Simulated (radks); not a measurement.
Valence configurations of the zirconium ion Zr3+ (all share [Kr]). All-electron calculation, scalar-relativistic Kohn-Sham, SCAN, spin-polarised, spherical densities, finite nucleus; open shells are filled with parallel spins first (spin-orbit coupling, left out, can overturn this in heavy ions); meta-GGA in the generalised Kohn-Sham scheme; Fermi nuclear charge, rms radius 4.2694 fm. Program: a radial shooting solver on a logarithmic mesh with Libxc functionals. Energies are relative to 4d1; eigenvalues in eV for spin up.

[
 {"valence": "4d1", "E (eV)": "0.000", "moment (Bohr magnetons)": "1", "e(4d)": "-28.242", "e(5p)": "-", "e(5s)": "-"},
 {"valence": "4d0.5 5s0.5", "E (eV)": "2.250", "moment (Bohr magnetons)": "1", "e(4d)": "-29.662", "e(5p)": "-", "e(5s)": "-25.322"},
 {"valence": "4d0.5 5p0.5", "E (eV)": "4.959", "moment (Bohr magnetons)": "1", "e(4d)": "-30.014", "e(5p)": "-20.016", "e(5s)": "-"},
 {"valence": "5p1", "E (eV)": "10.023", "moment (Bohr magnetons)": "1", "e(4d)": "-", "e(5p)": "-21.338", "e(5s)": "-"}
]

NIST lists [Kr] 4d1 as the ground configuration; this level of theory agrees among the configurations tried. The energies are those of spherical high-spin densities, not of single terms. No valid solution was reached for [Kr] 5s1.
